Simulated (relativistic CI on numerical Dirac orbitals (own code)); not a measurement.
Hyperfine structure of Br¹²⁺, mass number 79

Calculated at this level of theory: Dirac-Coulomb-Breit CI, orbitals from a KLI potential per configuration, a model potential for QED, unscaled Slater integrals (own radial code, finite nucleus).

CI space (outside the closed core [Ne]): 3s2 3p6 3d5, 3s2 3p5 3d6, 3s2 3p4 3d7, 3s 3p6 3d6, 3s2 3p6 3d4 4s, 3p6 3d7, 3s2 3p6 3d4 4p, 3s2 3p6 3d4 4d, 3s 3p5 3d7, 3s2 3p6 3d3 4s2, 3s2 3p6 3d4 4f, 3s2 3p6 3d3 4s 4p, 3s2 3p6 3d4 5s, 3s2 3p6 3d3 4p2, 3s2 3p6 3d4 5p, 3s2 3p6 3d3 4s 4d. Levels of other configurations are missing.

Nuclear spin I = 3/2, μ = 2.1046 μN, Q = 0.3087 b (tables of Stone and Pyykkö). The electronic factors are computed for point nuclear moments, without core polarisation or the Bohr-Weisskopf and QED corrections.

```csv
Level,E (cm⁻¹),A (MHz),B (MHz)
3s2 3p6 3d5 4G_5/2,75165.8,3890,399
3s2 3p6 3d5 4G_11/2,76568.4,3460,-3.35
3s2 3p6 3d5 4G_7/2,76678.2,3518,225
3s2 3p6 3d5 4G_9/2,77193.3,3298,181
3s2 3p6 3d5 4P_5/2,77545.7,2159,480
3s2 3p6 3d5 4P_3/2,78912.0,2673,438
3s2 3p6 3d5 4P_1/2,80638.2,-2853,
3s2 3p6 3d5 4D_7/2,90538.4,2202,295
```

Levels with J = 0, under 50 % of one LS term, or S terms without an open s electron are left out. Small factors come from cancelling terms and can be off by tens of per cent or more.

At this charge energies of transitions that change n are usually good to better than 1 %, and those within a shell (Δn = 0) to a few per cent. Terms inside the open d or f shell come out 10 to 20 % too wide with unscaled integrals.

(1) Give the hyperfine levels of 3s2 3p6 3d5 4G_5/2 relative to its centre of gravity.

Answers

(1) With K = F(F + 1) − I(I + 1) − J(J + 1), E = AK/2 + B[¾K(K + 1) − I(I + 1)J(J + 1)]/[2I(2I − 1)J(2J − 1)]: F = 1: -20140, F = 2: -12680, F = 3: -1192, F = 4: 14690 MHz.

LS names give the leading component of a level, which can be under half, so a name can repeat, a term be missing and a line seem to break the LS rules.
